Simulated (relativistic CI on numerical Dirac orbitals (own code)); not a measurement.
**Tl¹³⁺: computed level list**

Method of calculation: Dirac-Coulomb-Breit CI, KLI orbitals optimised for each configuration, QED by a radiative potential, unscaled Slater integrals (own radial code, finite nucleus).

Configuration list (outside the closed core [Kr] 4d10): 4f14.5s2.5p6, 4f14.5s2.5p5.5d, 4f14.5s.5p6.5d, 4f14.5s2.5p5.5f, 4f14.5s2.5p5.5g, 4f14.5s2.5p5.6s, 4f14.5s.5p6.5f, 4f13.5s2.5p6.5d, 4f14.5s2.5p5.6p, 4f14.5s.5p6.5g, 4f14.5p6.5d2, 4f14.5p5.5d3, 4f14.5p5.5d2.5f, 4f14.5p5.5d2.5g, 4f14.5p5.5d2.6s. Double excitations out of closed p, d and f shells are left out; levels of such configurations are missing from the list, as are those of other unlisted configurations, and high levels can miss mixing partners. These lack a partner that the ground configuration has and come out too high: 4f13.5s2.5p6.5d, 4f14.5s2.5p5.6p.

| No. | Configuration | Term | J | E (cm⁻¹) | % | Next component (%) | jj configuration (%) |
| --- | --- | --- | --- | --- | --- | --- | --- |
| 1 | 4f14.5s2.5p6 | 1S | 0 | 0 | 100 |  | closed (100) |
| 2 | 4f14.5s2.5p5.5d | 3P° | 0 | 494270 | 100 |  | 5p3/2^3 5d3/2 (100) |
| 3 | 4f14.5s2.5p5.5d | 3P° | 1 | 506846 | 81 | 18 3D° | 5p3/2^3 5d3/2 (87) |
| 4 | 4f14.5s2.5p5.5d | 3F° | 3 | 520993 | 61 | 29 1F° | 5p3/2^3 5d3/2 (99) |
| 5 | 4f14.5s2.5p5.5d | 3D° | 2 | 525133 | 53 | 23 3P° | 5p3/2^3 5d3/2 (92) |
| 6 | 4f14.5s2.5p5.5d | 3F° | 4 | 537989 | 100 |  | 5p3/2^3 5d5/2 (100) |
| 7 | 4f14.5s2.5p5.5d | 1D° | 2 | 547584 | 52 | 37 3P° | 5p3/2^3 5d5/2 (92) |
| 8 | 4f14.5s2.5p5.5d | 3D° | 3 | 567096 | 66 | 33 1F° | 5p3/2^3 5d5/2 (99) |
| 9 | 4f14.5s2.5p5.5d | 3D° | 1 | 618151 | 59 | 27 1P° | 5p3/2^3 5d5/2 (72) |
| 10 | 4f14.5s2.5p5.5d | 3F° | 2 | 710081 | 69 | 25 1D° | 5p1/2 5p3/2^4 5d3/2 (99) |
| 11 | 4f14.5s2.5p5.5d | 3D° | 2 | 743458 | 42 | 39 3P° | 5p1/2 5p3/2^4 5d5/2 (99) |
| 12 | 4f14.5s2.5p5.5d | 3F° | 3 | 750873 | 38 | 37 1F° | 5p1/2 5p3/2^4 5d5/2 (99) |
| 13 | 4f14.5s2.5p5.5d | 1P° | 1 | 794038 | 72 | 22 3D° | 5p1/2 5p3/2^4 5d3/2 (84) |
| 14 | 4f14.5s2.5p5.6s | 3P° | 2 | 948221 | 100 |  | 5p3/2^3 6s (100) |
| 15 | 4f14.5s2.5p5.6s | 1P° | 1 | 955214 | 64 | 35 3P° | 5p3/2^3 6s (100) |
| 16 | 4f13.5s2.5p6.5d | 3P° | 2 | 1039913 | 77 | 20 3D° | 4f7/2^7 5d3/2 (94) |
| 17 | 4f13.5s2.5p6.5d | 3H° | 5 | 1048452 | 53 | 41 1H° | 4f7/2^7 5d3/2 (99) |
| 18 | 4f13.5s2.5p6.5d | 3D° | 3 | 1055795 | 45 | 41 3F° | 4f7/2^7 5d3/2 (99) |
| 19 | 4f13.5s2.5p6.5d | 3G° | 4 | 1059536 | 42 | 29 3F° | 4f7/2^7 5d3/2 (98) |
| 20 | 4f14.5s.5p6.5d | 3D | 1 | 1072996 | 64 | 33 4f14.5s2.5p5.5f 3D | 5s 5d3/2 (64) |
| 21 | 4f13.5s2.5p6.5d | 3P° | 1 | 1074637 | 74 | 24 3D° | 4f7/2^7 5d5/2 (53) |
| 22 | 4f13.5s2.5p6.5d | 3H° | 6 | 1076486 | 100 |  | 4f7/2^7 5d5/2 (100) |
| 23 | 4f13.5s2.5p6.5d | 1D° | 2 | 1079944 | 44 | 24 3D° | 4f7/2^7 5d5/2 (93) |
| 24 | 4f14.5s.5p6.5d | 3D | 2 | 1082480 | 44 | 20 4f14.5s2.5p5.5f 3D | 5s 5d3/2 (36) |
| 25 | 4f13.5s2.5p6.5d | 3H° | 4 | 1082648 | 80 | 18 3F° | 4f5/2^5 4f7/2^8 5d3/2 (84) |
| 26 | 4f14.5s2.5p5.6p | 3P | 1 | 1087103 | 44 | 41 3S | 5p3/2^3 6p1/2 (95) |
| 27 | 4f13.5s2.5p6.5d | 3D° | 3 | 1088884 | 47 | 29 1F° | 4f7/2^7 5d5/2 (94) |
| 28 | 4f13.5s2.5p6.5d | 3F° | 2 | 1089815 | 45 | 45 1D° | 4f5/2^5 4f7/2^8 5d3/2 (98) |
| 29 | 4f13.5s2.5p6.5d | 1G° | 4 | 1090118 | 46 | 45 3F° | 4f7/2^7 5d5/2 (85) |
| 30 | 4f13.5s2.5p6.5d | 3G° | 5 | 1091399 | 82 | 18 1H° | 4f7/2^7 5d5/2 (98) |

Energies count from the lowest computed level; ° marks odd parity. Filled j subshells are mostly left out of the jj labels.

The mean weight of the leading LS term, summed over parents, in these 30 levels is 65 %, and that of the leading jj configuration (from the same eigenvectors) 90 %, so jj coupling describes them better and the LS labels are nominal.

At this charge energies of transitions that change n are usually good to better than 1 %, and those within a shell (Δn = 0) to a few per cent. Levels and lines within the n = 5 or 6 shells can be off by up to 10 % or somewhat more, and those that change n by about 2 %, since core polarisation is missing.

LS names give the leading component of a level, which can be under half, so a name can repeat, a term be missing and a line seem to break the LS rules.
